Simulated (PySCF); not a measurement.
A GIAO shielding run with PySCF (density fitting, non-relativistic, gas phase) on `C=C(C)[C@@](C)(NC)[SiH2]C`, C₇H₁₇NSi:

```
$ OMP_NUM_THREADS=1 python probes_run.py task.json out

{"job": {"kind": "nmr", "xc": "PBE0", "basis": "pcSseg-1"}, "charge": 0, "multiplicity": 1}
C      2.354626    -0.411516    -0.565046
C      1.426930    -0.205318     0.361037
C      1.785013    -0.296333     1.815253
C     -0.023962     0.061468     0.037752
C     -0.650050     1.047921     1.027510
N     -0.267222     0.549006    -1.322585
C      0.215073     1.886278    -1.620654
Si    -1.004751    -1.604431     0.076571
C     -2.819339    -1.257210    -0.341009
H      2.160211    -0.363801    -1.623288
H      3.374002    -0.635480    -0.297989
H      1.087268    -0.944338     2.341681
H      2.789676    -0.695388     1.935372
H      1.751891     0.686523     2.283714
H     -0.768998     0.597508     2.008932
H     -1.631853     1.338943     0.662988
H     -0.041121     1.944538     1.132623
H      0.146203    -0.106190    -1.977146
H     -0.412261     2.617196    -1.111267
H      0.126481     2.056153    -2.692906
H      1.259528     2.055566    -1.324865
H     -0.399157    -2.503269    -0.914279
H     -0.899642    -2.230530     1.403925
H     -3.359488    -2.184615    -0.501480
H     -2.901430    -0.658277    -1.242436
H     -3.318673    -0.721788     0.460865
```

Hardware: 1 thread of an Arm Neoverse V1, shared host. The job also computes population analyses, field gradients.

Q: How large is the calculation?

A: 80 electrons, 245 basis functions and 1284 auxiliary functions.

Q: How long does it take, and how much memory does it need?

A: 85 s of wall time, with 13 SCF cycles and 4 response iterations; peak memory 1.1 GiB. Times on a shared host scatter by some tens of per cent.
